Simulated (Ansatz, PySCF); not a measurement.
This Ansatz (a program for electronic structure) input computes a CCSD(T)/cc-pVDZ energy:

Ansatz 0.2 input:
```yaml
crystal:
  periodic: [false, false, false]
  atoms:
    - {symbol: N, position_ang: [-0.00000000, 0.00000000, -0.00000000]}
    - {symbol: H, position_ang: [1.02518092, -0.02305353, -0.01265764]}
    - {symbol: H, position_ang: [-0.49240386, 0.89923605, 0.02450653]}
    - {symbol: H, position_ang: [-0.53277706, -0.87618252, -0.01184889]}
basis:
  gaussian:
    orbitals: cc-pVDZ
total_charge: 1
magnetization: {spin_polarized: true, initial_magnetization: 1}
correlation: {method: ccsd_t, electrons: outside_noble_gas}
```

Write an input for the same energy in PySCF and say what it gives.


```python
from pyscf import gto, scf, mp, cc as ccmod

mol = gto.M(
    atom='''
    N    -0.00000000    0.00000000   -0.00000000
    H     1.02518092   -0.02305353   -0.01265764
    H    -0.49240386    0.89923605    0.02450653
    H    -0.53277706   -0.87618252   -0.01184889
    ''',
    basis='cc-pvdz',
    charge=1,
    spin=1,
    verbose=4,
)

mf = scf.UHF(mol)
mf.conv_tol = 1e-10
mf.max_cycle = 100
mf.kernel()
mo, _, stable, _ = mf.stability(return_status=True)
if not stable:
    mf.kernel(mf.make_rdm1(mo, mf.mo_occ))
mp2 = mp.MP2(mf, frozen=1).run()
cc = ccmod.CCSD(mf, frozen=1)
cc.max_cycle = 100
cc.kernel()
et = cc.ccsd_t()
print(f'E(CCSD(T)) = {cc.e_tot + et:.9f}')
```
It gives -56.05026 Eh, and Ansatz -56.05026 Eh, a difference of 0.00 mEh.
